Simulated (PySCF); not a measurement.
FIn (SMILES [F][In]), singlet, at a GFN2-xTB geometry (such geometries of metal compounds can be far from the true shape) (core potentials on In).

The PySCF input:
```python
from pyscf import gto, scf, dft

mol = gto.M(
    atom='''
In   -0.00000000   -0.00000000   -0.31421463
F     0.00000000    0.00000000    1.71072408
''',
    basis='def2-tzvp',
    ecp={'In': 'def2-tzvp'},
    verbose=4,
)

mf = dft.RKS(mol)
mf.xc = 'pbe'
mf.kernel()
```

**Question.** What is the computed dipole moment (PBE/def2-TZVP (PySCF))?

**Answer.** 3.22 D

**Question.** What is the computed Mulliken (on the basis functions themselves) charges in atom order (PBE/def2-TZVP)?

**Answer.** In1 0.49, F2 -0.49

**Question.** Estimate the HOMO energy that PBE/def2-TZVP returns for this input.

**Answer.** -6.48 eV

**Question.** What is the computed HOMO-LUMO gap (PBE/def2-TZVP)?

**Answer.** 4.24 eV

**Question.** What number of basis functions does PBE/def2-TZVP give?

**Answer.** 81
